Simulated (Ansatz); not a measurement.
C2H6ClFSi (`FCC([SiH3])Cl`), relaxed with RKS PBE-D4/def2-SVP in the Gaussian-basis code of Ansatz from a rough embedded geometry. The force threshold is 0.03 eV/Å; the program also tests the step.

Charge 0, multiplicity 1.

Start:

```xyz
11

F     0.883    1.315   -1.288
C     0.172    1.415   -0.093
C    -0.627    0.140    0.128
Si    0.305   -1.405    0.164
Cl   -1.836   -0.058   -1.232
H    -0.484    2.311   -0.162
H     0.850    1.584    0.712
H    -1.269    0.264    0.986
H    -0.483   -2.559    0.505
H     1.349   -1.290    1.314
H     1.140   -1.717   -1.034
```

```csv
step,energy (eV),largest force (eV/Å),largest move (Å)
1,-25263.5230,2.508,0.000
2,-25263.7885,0.925,0.086
3,-25263.8392,0.449,0.115
4 (rejected),-25263.7786,0.796,0.144
5,-25263.8551,0.066,0.070
6,-25263.8574,0.051,0.047
7,-25263.8583,0.035,0.046
8 (rejected),-25263.8467,0.548,0.027
9,-25263.8584,0.011,0.014
```

End:

```xyz
11

F     1.126    1.245   -1.064
C     0.156    1.426   -0.091
C    -0.663    0.166    0.106
Si    0.390   -1.439    0.164
Cl   -1.877   -0.062   -1.235
H    -0.491    2.281   -0.386
H     0.660    1.672    0.873
H    -1.252    0.265    1.041
H    -0.506   -2.560    0.603
H     1.492   -1.259    1.176
H     0.966   -1.735   -1.185
```

It took 10 s on 4 threads of an Arm Neoverse V2 on a shared host, with 0.16 GiB of host memory at the peak.
